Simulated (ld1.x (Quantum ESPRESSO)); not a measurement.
## Building the ultrasoft potential for As (PBE, scalar-relativistic).

* Element: arsenic (As)
* Generator: ld1.x (Quantum ESPRESSO) 7.5
* Type: ultrasoft
* Functional: PBE
* Relativity: scalar-relativistic
* Frozen core: [Ar] 3d10
* Valence charge: 5
* Reference configuration: 4s2 4p3
* Partial waves: 4s (bound): rcut 1.00, rcutus 1.25 bohr; 4s channel at 0.2 Ry: rcut 1.00, rcutus 1.25 bohr; 4p (bound): rcut 1.60, rcutus 1.95 bohr; 4p channel at 1.65 Ry: rcut 1.60, rcutus 1.95 bohr; 4d channel at 0.15 Ry: rcut 1.50, rcutus 1.95 bohr; 4d channel at 2.45 Ry: rcut 1.50, rcutus 1.95 bohr
* Local potential: all-electron potential smoothed inside 1.30 bohr (lloc = -1)
* Core correction: Bessel-smoothed model core, default radius (core density twice the valence density)
* Augmentation charge: built from norm-conserving waves at rcut, not smoothed further

(1) Does this generation succeed?

## Answers

(1) No. ld1.x (Quantum ESPRESSO) 7.5 stopped with "run_pseudo: Errors in PS-KS equation": the pseudo-atom solver did not find the valence states with the expected number of nodes, which is the usual sign of a ghost state. Before that it printed "Warning: n=1, l=0 expected 0 nodes, found 1".
